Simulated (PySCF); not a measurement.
Compound: C6H3O4 (charge -1).
Numbering: `[O:1]=[C:2]([O-:3])[c:4]1[cH:5][c:6](=[O:7])[cH:8][cH:9][o:10]1`

Geometry (GFN2-xTB, Å), atoms numbered from 1 in this order:
```
atom  x, y, z in Å
O1     3.0900    0.0542   -0.6306
C2     2.4392    0.2581    0.3913
O3     2.7720    0.5564    1.5344
C4     0.8572    0.1021    0.1814
C5     0.2958   -0.2235   -1.0059
C6    -1.1352   -0.3599   -1.1740
O7    -1.7021   -0.6523   -2.2266
C8    -1.8618   -0.1076    0.0697
C9    -1.2015    0.2100    1.1959
O10    0.1214    0.3212    1.2872
H11    0.9530   -0.3830   -1.8466
H12   -2.9390   -0.1819    0.0637
H13   -1.6934    0.4067    2.1424
```

NICS = −σ at a ghost point: NICS(0) at the centroid of the ring atoms, NICS(1) 1 Å to either side along the normal of their mean plane, zz for the tensor component along that normal. Level: GIAO PBE0/pcSseg-1 (PySCF, non-relativistic, gas phase) on the GFN2-xTB geometry, one conformer.

Ring bond lengths (Å), with Mayer bond orders in brackets: C4–C5 1.353 (1.50), C5–C6 1.447 (1.09), C6–C8 1.462 (1.08), C8–C9 1.344 (1.67), C9–O10 1.331 (1.11), O10–C4 1.346 (1.00).

Task: What do the NICS probes read (ppm)?

Result: 
```
              ring                                                           type  NICS(0)  NICS(1), two faces  NICS(1)zz, two faces  rms pucker (Å)  centre to ring atoms, mean (Å)
C4–C5–C6–C8–C9–O10  6-membered ring with O; bonds drawn aromatic by RDKit's count     -1.5         -5.2 / -5.2           -9.4 / -9.4            0.00                            1.38
```

Task: What can be read from them?

Result: 
- C4–C5–C6–C8–C9–O10: mean NICS(1)zz -9.4 ppm, shielded. That is too small in size for a clear verdict by the NICS criterion.

Task: How equal are the bonds by HOMA? HOMA takes Krygowski's 1993 parameters.

Result: 
- C4–C5–C6–C8–C9–O10: HOMA 0.19; the largest term is that of C6–C8, α(R − Ropt)² = 1.42.

Task: Give the inner angles of the rings and the Hirshfeld charges of the ring atoms.

Result: 
- C4–C5–C6–C8–C9–O10: C4 122.2° (+0.065 e), C5 122.3° (-0.104 e), C6 112.1° (+0.090 e), C8 120.6° (-0.103 e), C9 124.5° (+0.035 e), O10 118.3° (-0.051 e); sum 720.0° against 720° for a flat convex ring.

Task: What are the shieldings of the ring atoms and their hydrogens in the same run (means over atoms taken as equivalent)?

Result: 
```json
{"atoms": "C4", "environment": "unsaturated ring carbon", "σ isotropic (ppm)": "6.7"}
{"atoms": "C5", "environment": "unsaturated ring CH carbon", "σ isotropic (ppm)": "65.3"}
{"atoms": "C6", "environment": "ring carbonyl carbon", "σ isotropic (ppm)": "4.0"}
{"atoms": "C8", "environment": "unsaturated ring CH carbon", "σ isotropic (ppm)": "62.6"}
{"atoms": "C9", "environment": "unsaturated ring CH carbon", "σ isotropic (ppm)": "29.7"}
{"atoms": "O10", "environment": "ring oxygen", "σ isotropic (ppm)": "81.8"}
{"atoms": "H11", "environment": "hydrogen on carbon", "σ isotropic (ppm)": "24.56"}
{"atoms": "H12", "environment": "hydrogen on carbon", "σ isotropic (ppm)": "25.89"}
{"atoms": "H13", "environment": "hydrogen on carbon", "σ isotropic (ppm)": "24.18"}
```

Hardware: an x86-64 server with one thread, shared host. Cost: 20 s wall. This is the whole shielding run at PBE0/pcSseg-1, SCF included.
